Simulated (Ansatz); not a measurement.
Born–Oppenheimer molecular dynamics of Cl2H2O2Sn (7 atoms, charge 0, multiplicity 1). It starts from a relaxed structure.

Level of theory: RHF/def2-SVP in Ansatz.

| Property | Result |
| --- | --- |
| ensemble | NVT, Nosé–Hoover chain |
| time step | 0.5 fs |
| steps asked | 150 |
| set temperature | 500 K |
| thermostat | time constant 100 fs, chain length 3 (defaults) |
| seed | 528735 |

First frame:

```xyz
7
Properties=species:S:1:pos:R:3
Sn -0.144 -0.178 0.030
O -0.087 -0.379 1.946
H -0.605 0.226 2.458
Cl 1.993 0.132 -0.808
O -1.254 1.365 -0.323
H -1.439 1.623 -1.215
Cl -1.040 -2.069 -0.964
```

Q: What does the run give?

A: The run went to its last step.

```json
{"steps done": "150", "time covered": "75 fs", "mean temperature over the second half": "223 K", "spread of the potential energy over the second half": "4.7 meV per atom", "mean potential energy of the second half above the start": "28.4 meV per atom"}
```

The conserved energy stayed within 0.12 meV per atom of its start (net change 0.014 meV per atom), so the integration is sound. The mean temperature of the second half is 55 % below the set value. A run of 0.075 ps of so small a system gives no equilibrium averages.

Q: What happens to the structure?

A: The same pairs are bonded in the first frame and the last. Pairs count as bonded within 1.25 times the sum of covalent radii (0.12 Å more for H–H). The details hang on the random start.

Q: How do temperature and energy run in time?

A: 
```
time (fs)  T (K)  potential energy less start (eV)  conserved less start (meV/atom)
      0.0    500                             0.000                             0.00
      2.5    461                             0.026                             0.08
      5.0    416                             0.055                             0.06
      7.5    371                             0.084                             0.02
     10.0    301                             0.130                             0.11
     12.5    296                             0.132                             0.04
     15.0    297                             0.133                             0.04
     17.5    295                             0.134                             0.10
     20.0    326                             0.114                             0.01
     22.5    305                             0.129                             0.07
     25.0    277                             0.147                             0.08
     27.5    255                             0.162                             0.02
     30.0    201                             0.199                             0.10
     32.5    201                             0.199                             0.05
     35.0    217                             0.189                             0.03
     37.5    225                             0.186                             0.10
     40.0    274                             0.155                             0.02
     42.5    276                             0.155                             0.06
     45.0    268                             0.162                             0.08
     47.5    278                             0.157                             0.01
     50.0    235                             0.187                             0.09
     52.5    220                             0.198                             0.06
     55.0    202                             0.211                             0.02
     57.5    150                             0.247                             0.11
     60.0    156                             0.244                             0.04
     62.5    155                             0.246                             0.05
     65.0    159                             0.246                             0.11
     67.5    215                             0.211                             0.02
     70.0    235                             0.201                             0.08
     72.5    259                             0.189                             0.08
     75.0    296                             0.167                             0.01
```

Time of the run: 6.7 min on 1 thread of Arm Neoverse V2, with other jobs on the host, peak memory 0.22 GiB.
